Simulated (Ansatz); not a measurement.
`O[SiH]([SiH3])Cl` + `C[O][SnH2][OH]` → `[OH][SnH2][O][SiH3]` + `C[SiH](O)Cl`  (redistribution)

Calculated with Ansatz (gas phase, PBE0-D4/def2-TZVP geometries, no zero-point term in ΔE). CBS: MP2 limit from def2 TZ/QZ plus the TZ coupled-cluster correction, frozen cores. Functionals use def2-TZVPP. B3LYP here is the variant with VWN-RPA as its local correlation; programs differ in this. def2 core potentials past Kr. For Sn outer-core shells are correlated without core-valence functions, which leaves a few kJ/mol of doubt a bond. One conformer a species, not always the lowest.

| level | ΔE (kcal/mol) | difference from CCSD(T)/CBS |
| --- | --- | --- |
| ωB97M-V | -54.9 | -0.3 |
| PBE | -47.0 | 7.6 |
| r2SCAN | -53.0 | 1.6 |
| PBE0 | -49.7 | 4.9 |
| B3LYP | -51.9 | 2.7 |
| HF/def2-TZVPP | -57.0 | -2.4 |
| MP2/def2-TZVPP | -57.7 | -3.1 |
| SCS-MP2/def2-TZVPP | -56.7 | -2.1 |
| HF/def2-QZVPP | -57.5 | -2.9 |
| SCS-MP2/def2-QZVPP | -57.1 | -2.5 |
| CCSD(T)/CBS | -54.6 | 0 |

Largest T1 diagnostic among the species: 0.014.

From PBE to PBE0 (25 % exact exchange), in def2-TZVPP and without D4, ΔE moves by −2.7 kcal/mol.
